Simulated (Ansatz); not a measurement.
C3H6Cl2OSi (SMILES C=CC[Si](O)(Cl)Cl), singlet, at a GFN2-xTB geometry, with bond 13-5 at 1.8 times its length; CASSCF(4,5)/STO-3G (Ansatz, a quantum-chemistry and plane-wave program).

Input for Ansatz:
Ansatz 0.2 input:
```yaml
crystal:
  periodic: [false, false, false]
  atoms:
    - {symbol: C, position_ang: [-2.83756624, 1.36793739, -0.53664960]}
    - {symbol: C, position_ang: [-2.27208185, 0.30219939, -0.00185939]}
    - {symbol: C, position_ang: [-1.33962487, -0.61160165, -0.73018423]}
    - {symbol: Si, position_ang: [0.46531834, -0.40889283, -0.15855988]}
    - {symbol: O, position_ang: [1.29292015, -1.50480240, -1.01885553]}
    - {symbol: Cl, position_ang: [0.67690308, -0.78102223, 1.82021862]}
    - {symbol: Cl, position_ang: [1.16176675, 1.45218974, -0.53692405]}
    - {symbol: H, position_ang: [-2.66651015, 1.64314031, -1.56456120]}
    - {symbol: H, position_ang: [-3.49553370, 2.00733726, 0.02576300]}
    - {symbol: H, position_ang: [-2.45350263, 0.04960453, 1.03440331]}
    - {symbol: H, position_ang: [-1.64387445, -1.64639482, -0.56637571]}
    - {symbol: H, position_ang: [-1.39843171, -0.41920901, -1.80159941]}
    - {symbol: H, position_ang: [2.99457785, -1.73486981, -0.91434794]}
basis:
  gaussian:
    orbitals: STO-3G
hamiltonian:
  xc: hf
magnetization: {spin_polarized: false}
correlation: {active_space: {window: {electrons: 4, orbitals: 5}}}
```

It wrote (shortened):

```
Functional definition: HF
655 factors; integrals over basis functions are off by at most 3.7e-5 eV
mean field evaluation 1: about -37660.7633 eV, gradient 3.4e1 eV
mean field evaluation 2: about -37660.9326 eV, gradient 3.4e1 eV
mean field evaluation 4: about -37666.0613 eV, gradient 3.3e0 eV
mean field evaluation 8: about -37666.1236 eV, gradient 3.1e-4 eV
mean field -37666.12356797 eV, -1384.2045101075 hartree, gradient 1.4e-6 eV, S^2 0.000000; 0 other end points of the search recorded, 0 dependent functions left out
reference -37666.12356797 eV, -1384.2045101075 hartree; 40, 40 occupied and 13, 13 virtual orbitals, 655 factors
state -37670.25271650 eV, -1384.3562535171 hartree
Total energy: -37670.25271650 eV, -1384.3562535171 hartree
```
